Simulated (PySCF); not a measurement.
## F⁺ (fluorine, charge +1): PBE calculation

Configuration: [He] 2s2 2p4, high-spin 3P determinant. All numbers are calculated (PySCF 2.14, no relativity, point nucleus, in def2-TZVP (5s3p2d1f, 31 functions)).

| Property | Result |
| --- | --- |
| Total energy | -99.0218 hartree |
| One-electron energy | -133.1441 hartree |
| Hartree (Coulomb) energy | 43.9561 hartree |
| Exchange-correlation energy | -9.8337 hartree |
| Kinetic energy | 98.81330 hartree |
| ⟨S²⟩ | 2.0019 |
| ⟨L²⟩ | 2.006 |
| Sum of ⟨r⟩ | 6.196 bohr |
| Sum of ⟨r²⟩ | 7.263 bohr² |
| Traceless quadrupole moment −½Σ⟨3z² − r²⟩ along its main axis | -0.525 e·bohr² |
| Density at the nucleus (Gaussians lack the cusp) | 438 bohr⁻³ |
| Spin density at the nucleus | -0.118 bohr⁻³ |
| Langevin diamagnetic susceptibility | -5.75 ×10⁻⁶ cm³/mol |
| Time after the integrals | 0.17 s of wall time on 1 thread of Neoverse-N1 (shared host) |

| shell | electrons | mean orbital energy (eV) | spread (eV) | rms radius, mean of both spins (bohr) |
| --- | --- | --- | --- | --- |
| 1s α | 1 | -683.56 | 0 | 0.205 |
| 1s β | 1 | -681.83 | 0 | 0.205 |
| 2s α | 1 | -48.867 | 0 | 1.06 |
| 2s β | 1 | -44.467 | 0 | 1.06 |
| 2p α | 3 | -29.888 | 2.738 | 1.11 |
| 2p β | 1 | -26.445 | 0 | 1.11 |
